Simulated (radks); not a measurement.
Question: Successive ionisation energies (eV) of one element, from differences of total energies of ions in their ground configurations, starting at charge 22: 621.93, 667.29, 713.79, 941.36, 987.73, 1034.7, 1082.3, 1130.5, 1179.3, 1243.9, 1294.5, 1345.7, 1397.5, 1594.4, 1645.8, 1697.5, 1749.5, 1882.8, 1937.6, 2080.3, 2134.5, 3590.8. Method: Dirac Kohn-Sham, BLYP, spin-unpolarised, spherical densities, finite nucleus; open shells fill j = l - 1/2 first; Fermi nuclear charge, rms radius 5.37 fm; computed with a radial shooting solver on a logarithmic mesh with Libxc functionals. Which element is it?

Answer: Lutetium (Z = 71). The first species listed is Lu22+ in [Kr] 4d10 4f3, the last Lu43+ in [Ar] 3d10.
